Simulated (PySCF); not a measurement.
Electrostatic solvation of a mixed set.

Computed with PySCF at CAM-B3LYP/def2-SVPD, non-relativistic, each on one gas-phase PBE0-D3(BJ)/def2-SVP geometry that isn't relaxed in the solvent. The solvent is an IEF-PCM continuum (cavity from Bondi-type radii × 1.2). Specific hydrogen bonds and non-electrostatic terms are outside this model. Spin–orbit coupling is left out although an atom past zinc is present.

Problem. Order them by E(solvent) − E(gas) in acetonitrile (ε = 35.69), most negative first (kcal/mol).
A. `[CH3:1][S:2][C:3]1=[CH:4][CH:5]=[CH:6][C:7]12[CH2:8][CH2:9]2` with C1–S2–C3–C4 0°
B. `[CH3:1]/[CH:2]=[C:3]1[CH:4]=[CH:5][C:6]\1=[CH:7]\[S:8][CH3:9]` with C6–C7–S8–C9 180°
C. `[CH3:1][NH:2][GeH2:3][CH2:4][GeH3:5]` with C1–N2–Ge3–C4 -71°, N2–Ge3–C4–Ge5 -39°
D. `[GeH3:1][CH2:2][SiH2:3][O:4][GeH3:5]` with Ge1–C2–Si3–O4 -179°, C2–Si3–O4–Ge5 175°

Solution. B (-5.0), A (-4.5), C (-2.3), D (-1.7).

```
                    SMILES  charge  ΔE (kcal/mol)  polarisation term (kcal/mol)  HOMO shift (eV)  dipole gas (D)  dipole solvent (D)  atoms  lowest singlet, gas (eV)  lowest singlet, solvent (eV)
         C/C=C1C=CC\1=C\SC       0           -5.0                          -6.0            -0.14            1.19                1.75     19                      4.34                          4.34
           CSC1=CC=CC12CC2       0           -4.5                          -5.1            -0.11            0.43                0.52     19                      4.34                          4.32
    C[NH][GeH2][CH2][GeH3]       0           -2.3                          -2.6            +0.11            1.00                1.36     16                      5.81                          5.90
[GeH3][CH2][SiH2][O][GeH3]       0           -1.7                          -1.9            +0.06            1.04                1.24     15                      6.96                          7.02
```

The polarisation term is half the interaction of the solute with the induced surface charges. Singlets are vertical TDDFT energies (frozen core, non-equilibrium response), the lowest in each medium.
